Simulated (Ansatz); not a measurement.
C2H6Mg, charge +1, doublet, at a GFN2-xTB geometry (such geometries of metal compounds can be far from the true shape) (a state made from the parent by changing its charge; the spin is typed, not shown lowest). Base run: Ansatz (a program for electronic structure) with B3LYP/def2-SV(P).

The Ansatz input:
Ansatz 0.2 input:
```yaml
crystal:
  periodic: [false, false, false]
  atoms:
    - {symbol: Mg, position_ang: [0.00705786, 0.00720968, 0.01006608]}
    - {symbol: C, position_ang: [1.67870313, 0.25978596, -1.37486811]}
    - {symbol: H, position_ang: [2.34125803, -0.58841968, -1.20359416]}
    - {symbol: H, position_ang: [2.14078231, 1.21313577, -1.11917040]}
    - {symbol: H, position_ang: [1.24221112, 0.25803314, -2.37349956]}
    - {symbol: C, position_ang: [-1.68693880, -0.26819879, 1.36312221]}
    - {symbol: H, position_ang: [-2.16400157, -1.19965198, 1.05882108]}
    - {symbol: H, position_ang: [-2.32968862, 0.60023795, 1.22009471]}
    - {symbol: H, position_ang: [-1.26584153, -0.31937437, 2.36703082]}
basis:
  gaussian:
    orbitals: def2-SV_P_.json
hamiltonian:
  xc: b3lyp
total_charge: 1
magnetization: {spin_polarized: true, initial_magnetization: 1}
```
The basis file holds def2-SV(P) in the JSON format of the Basis Set Exchange.

Each row names what was changed in the base input (with any setting that the change needs).

```json
[
 {"change": "base", "E (Eh)": "-279.46352", "<S^2>": "0.779"},
 {"change": "functional = pbe; dispersion = d3bjatm", "E (Eh)": "-279.19782", "<S^2>": "0.761"},
 {"change": "functional = wB97X-V", "E (Eh)": "-279.36184", "<S^2>": "0.808"},
 {"change": "functional = lc_wpbe", "E (Eh)": "-279.29663", "<S^2>": "0.837"},
 {"change": "functional = b3lyp; dispersion = d3bjatm", "E (Eh)": "-279.47139", "<S^2>": "0.779"},
 {"change": "functional = hse06", "E (Eh)": "-279.21391", "<S^2>": "0.784"},
 {"change": "functional = wB97M-V", "E (Eh)": "-279.34892", "<S^2>": "0.793"},
 {"change": "functional = r2scan", "E (Eh)": "-279.35210", "<S^2>": "0.781"},
 {"change": "functional = SVWN5", "E (Eh)": "-277.70665", "<S^2>": "0.756"},
 {"change": "functional = B97M-V", "E (Eh)": "-279.37989", "<S^2>": "0.768"},
 {"change": "functional = pbe", "E (Eh)": "-279.19348", "<S^2>": "0.761"},
 {"change": "functional = hf", "E (Eh)": "-278.39307", "<S^2>": "0.996"},
 {"change": "functional = blyp; dispersion = d4", "E (Eh)": "-279.40100", "<S^2>": "0.761"}
]
```

Absolute energies of different levels of theory aren't comparable as measures of quality.
